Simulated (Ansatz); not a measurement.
`Cc1cc(-c2sc(-c3sc(C#C[Si](C)(C)C)cc3C)cc2C)sc1C#C[Si](C)(C)C`. Charge 0, multiplicity 1. Geometry r2SCAN-D4/def2-SVP.

```xyz
60

C     1.817    3.375   -3.292
C     2.171    2.103   -2.590
C     1.360    1.468   -1.622
C     1.891    0.291   -1.099
C     1.287   -0.581   -0.126
S    -0.394   -0.334    0.283
C    -0.386   -1.635    1.444
C    -1.573   -1.949    2.198
S    -2.797   -0.732    2.437
C    -3.815   -1.835    3.330
C    -5.059   -1.422    3.829
C    -6.150   -1.053    4.265
Si   -7.781   -0.505    4.923
C    -9.144   -1.368    3.961
C    -7.876   -0.970    6.742
C    -7.906    1.357    4.711
C    -3.199   -3.077    3.435
C    -1.937   -3.161    2.802
C    -1.121   -4.417    2.763
C     0.869   -2.233    1.474
C     1.820   -1.655    0.596
C     3.231   -2.146    0.491
S     3.443   -0.041   -1.828
C     3.357    1.396   -2.821
C     4.401    1.714   -3.701
C     5.313    1.985   -4.484
Si    6.671    2.398   -5.656
C     8.314    2.177   -4.770
C     6.571    1.246   -7.136
C     6.452    4.184   -6.199
H     1.531    4.158   -2.572
H     0.960    3.227   -3.970
H     2.662    3.744   -3.890
H     0.398    1.869   -1.294
H   -10.137   -1.066    4.336
H    -9.095   -1.117    2.889
H    -9.067   -2.464    4.054
H    -7.074   -0.482    7.319
H    -7.776   -2.058    6.880
H    -8.843   -0.660    7.173
H    -7.101    1.875    5.254
H    -7.834    1.642    3.649
H    -8.870    1.728    5.097
H    -3.674   -3.912    3.953
H    -1.750   -5.291    2.989
H    -0.305   -4.399    3.506
H    -0.661   -4.568    1.775
H     1.120   -3.049    2.152
H     3.960   -1.327    0.596
H     3.427   -2.627   -0.482
H     3.439   -2.888    1.276
H     9.154    2.410   -5.446
H     8.439    1.141   -4.418
H     8.387    2.842   -3.895
H     5.607    1.354   -7.659
H     6.670    0.193   -6.828
H     7.376    1.466   -7.858
H     7.248    4.475   -6.906
H     5.483    4.332   -6.701
H     6.496    4.871   -5.339
```

Single mean-field runs in def2-SVP are fitted with def2-universal-jkfit.

Problem. Estimate the orbital energies around the gap (eV) in Ansatz with PBE-D4/def2-SVP, r2SCAN-D4/def2-SVP, PBE0-D4/def2-SVP.

Solution. 
| orbital | PBE-D4/def2-SVP | r2SCAN-D4/def2-SVP | PBE0-D4/def2-SVP |
| --- | --- | --- | --- |
| HOMO−9 | -7.28 | -7.62 | -8.63 |
| HOMO−8 | -7.05 | -7.39 | -8.36 |
| HOMO−7 | -6.40 | -6.71 | -7.66 |
| HOMO−6 | -6.39 | -6.69 | -7.63 |
| HOMO−5 | -6.31 | -6.62 | -7.49 |
| HOMO−4 | -6.21 | -6.51 | -7.34 |
| HOMO−3 | -6.10 | -6.39 | -7.22 |
| HOMO−2 | -6.07 | -6.37 | -7.21 |
| HOMO−1 | -5.37 | -5.62 | -6.37 |
| HOMO | -4.57 | -4.75 | -5.38 |
| LUMO | -2.62 | -2.67 | -2.10 |
| LUMO+1 | -1.81 | -1.80 | -1.13 |
| LUMO+2 | -1.07 | -0.98 | -0.23 |
| LUMO+3 | -0.96 | -0.86 | -0.08 |
| LUMO+4 | -0.79 | -0.67 | 0.12 |
| LUMO+5 | -0.45 | -0.31 | 0.50 |
